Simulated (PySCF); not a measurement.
## Threshold energies of InO in a plasma

PBE0 in PySCF with def2-SVPD on every atom (core potentials on In), for the lowest determinant that a PBE0 search found; no spin–orbit coupling.

| species | state (unpaired electrons) | Re (Å) | ωe (cm⁻¹) | energy of the minimum from the neutral (eV) | De (eV) | dissociates to |
| --- | --- | --- | --- | --- | --- | --- |
| InO | doublet (π ↑) | 2.122 | 490 | 0.00 | 3.46 | In + O |
| InO⁺ | triplet (π ↑↑) | 2.951 | 124 | 8.85 | 0.22 | In⁺ + O |
| InO⁻ | singlet (closed shell) | 1.940 | 676 | -2.01 | 4.03 | In + O⁻ |

Q: Work out the lowest energy to break InO into atoms, from its vibrational ground state.

A: D0 = De − ωe/2 = 3.46 − 0.03 = 3.43 eV (PBE0/def2-SVPD).

Q: Work out the ionisation energy of the In atom at this level and the threshold of dissociative ionisation.

A: IE(In) = 8.85 + 0.22 − 3.46 = 5.61 eV, so In⁺ + O + e⁻ appears at D0 + IE(In) = 9.04 eV (PBE0/def2-SVPD). The measured IE(In) is 5.786 eV (NIST ASD).

Q: Work out the electron affinity of the O atom and the threshold of dissociative attachment.

A: EA(O) = 3.46 − 4.03 − (-2.01) = 1.44 eV, so In + O⁻ needs D0 − EA(O) = 1.99 eV (PBE0/def2-SVPD). The measured EA(O) is 1.461 eV.

Q: At which energy does ion-pair formation open?

A: In⁺ + O⁻ lies at D0 + IE(In) − EA(O) = 7.60 eV (PBE0/def2-SVPD).

These are thermodynamic thresholds; the onsets seen under electron impact lie higher where the geometry changes, and cross-sections peak well above them.

Weak bonds: InO⁺. Basis-set superposition, not corrected here, can be much of De in a small basis, most of all at correlated wavefunction levels. Functionals without a dispersion term scatter widely for such bonds, and LDA overbinds them. These are scalar-relativistic numbers at best; spin–orbit coupling would shift them, the dissociation energy most. For an ion De counts to the pair picked by the measured ionisation energies or electron affinities, which need not be the lowest pair at this level. States were picked by a PBE0 search and need not be the measured ground states.
